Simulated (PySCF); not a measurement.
## How the method moves the HOMO and LUMO of B2H6NP

Compound: B₂H₆NP.
Z-matrix (Å and degrees, PBE0-D3(BJ)/def2-SVP geometry), rows numbered from 1:
```
B 
N   1  1.4182
B   2  1.4247  1  125.86
P   3  1.9112  2  122.85  1   175.34
H   1  1.2090  2  119.09  3   178.93
H   1  1.2064  2  119.05  3    -0.87
H   2  1.0165  1  116.50  3  -178.83
H   3  1.2074  2  118.22  1     1.60
H   4  1.4260  3   99.91  2    40.62
H   4  1.4220  3   97.86  2   139.09
```

The species is `BNBP` (B2H6NP).

Basis pcSseg-2 throughout (PySCF), one geometry. The structure is a single PBE0-D3(BJ)/def2-SVP conformer in the gas phase; no vibrational or solvent corrections.

Task: How do the orbital energies, the gap and the dipole change with the method?

Result: 
| method | kind | HOMO (eV) | LUMO (eV) | gap (eV) | μ (D) | SCF cycles |
| --- | --- | --- | --- | --- | --- | --- |
| BLYP | GGA | -6.19 | -2.23 | 3.97 | 1.29 | 14 |
| B97-D | GGA | -6.29 | -2.18 | 4.11 | 1.29 | 14 |
| OPBE | GGA | -6.35 | -2.26 | 4.09 | 1.36 | 15 |
| PBE | GGA | -6.36 | -2.40 | 3.96 | 1.35 | 14 |
| KT2 | GGA | -6.39 | -2.36 | 4.04 | 1.30 | 15 |
| KT3 | GGA | -6.39 | -2.28 | 4.12 | 1.27 | 14 |
| BP86 | GGA | -6.45 | -2.46 | 3.99 | 1.33 | 14 |
| LDA | LDA | -6.48 | -2.65 | 3.82 | 1.41 | 14 |
| B97-2 | global hybrid | -7.18 | -1.40 | 5.78 | 1.28 | 12 |
| B3LYP | global hybrid | -7.21 | -1.62 | 5.58 | 1.26 | 12 |
| PBE0 | global hybrid | -7.42 | -1.43 | 5.99 | 1.30 | 12 |
| mPW1PW91 | global hybrid | -7.44 | -1.43 | 6.02 | 1.29 | 12 |
| BHandHLYP | global hybrid | -8.37 | -0.35 | 8.01 | 1.22 | 12 |
| CAM-B3LYP | range-separated hybrid | -8.69 | -0.33 | 8.36 | 1.26 | 12 |
| wB97X-D | range-separated hybrid | -9.24 | 0.41 | 9.66 | 1.29 | 13 |
| HF | Hartree–Fock | -9.87 | 2.08 | 11.96 | 1.23 | 10 |
| LC-wPBE | range-separated hybrid | -10.03 | 0.78 | 10.82 | 1.30 | 13 |

The HOMO spans 3.84 eV, from BLYP down to LC-wPBE, and the gap runs from 3.82 eV (LDA) to 11.96 eV (HF). Over the methods BLYP (0 %), B97-D (0 %), OPBE (0 %), PBE (0 %), KT2 (0 %), KT3 (0 %), BP86 (0 %), LDA (0 %), B97-2 (21 %), B3LYP (20 %), PBE0 (25 %), mPW1PW91 (25 %), BHandHLYP (50 %), HF (100 %), a straight line through the gap against the share of exact exchange rises by 0.80 eV for each 10 % (correlation coefficient 0.999). The dipole ranges from 1.22 D (BHandHLYP) to 1.41 D (LDA). This basis has no diffuse functions.

The vertical ΔSCF ionisation energy at PBE0/def2-SVPD is 9.54 eV; −ε(HOMO) comes closest to it with wB97X-D (9.24 eV).
